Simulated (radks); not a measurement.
Problem. Ta70+, 3 electrons, occupied as [He] 2s1. Calculated with a radial shooting solver on a logarithmic mesh with Libxc functionals: scalar-relativistic Kohn-Sham, exchange-only LDA, spin-polarised, spherical densities, point nucleus; open shells are filled with parallel spins first (spin-orbit coupling, left out, can overturn this in heavy ions). Some entries of the table are withheld. Estimate them.

orbital,occ.,eigenvalue (hartree),<1/r> (bohr^-1)
1s up,1,-2797.445,85.68
1s down,1,-2796.410,85.68
2s up,1,-697.9045,(1)
2s down,0,-693.4842,(2)

Solution. 
(1) 2s up <1/r> (bohr^-1): 21.06
(2) 2s down <1/r> (bohr^-1): 21.05
